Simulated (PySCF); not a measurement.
## BOF + 2 HF → BF₃ + H₂O

Level: PBE0 in the def2-TZVP basis family, all electrons, no relativity, computed in PySCF with density fitting; open shells unrestricted.

```
species                                   state and structure      E (Eh)  ZPE (kJ/mol)  H(298 K) − H(0) (kJ/mol)  S° (J/(mol K))
    BOF  singlet, C∞v, B–F 1.282 Å, B–O 1.206 Å; F–B–O 180.0°  -199.87926          25.1                       9.9           224.6
     HF                             singlet, C∞v, H–F 0.920 Å  -100.39188          24.9                       8.7           173.6
    BF₃                        singlet, D3h, B–F 1.311 Å (×3)  -324.38970          32.8                      11.7           254.6
    H₂O          singlet, C2v, O–H 0.960 Å (×2); H–O–H 105.1°   -76.37736          56.5                       9.9           188.7
```

(1) What is the electronic reaction energy?

(2) Add zero-point, thermal and entropy terms for 298.15 K and 1 bar.

Answers

(1) At PBE0/def2-TZVP, ΔE = -273.2 kJ/mol from the differences of the total energies times 2625.5, downhill. Ligand exchange with HF takes part in thermal etching.

(2) ΔZPE = 14.4 and Δ[H(298) − H(0)] = -5.7 kJ/mol give ΔH° = -264.5 kJ/mol. ΔS° = -128.5 J/(mol K), so ΔG° = -264.5 − 298.15 × (-0.1285) = -226 kJ/mol. ΔG° would change sign near 2060 K if ΔH° and ΔS° stayed fixed.

The structures come from searches over a few start shapes, so lower isomers are not excluded.
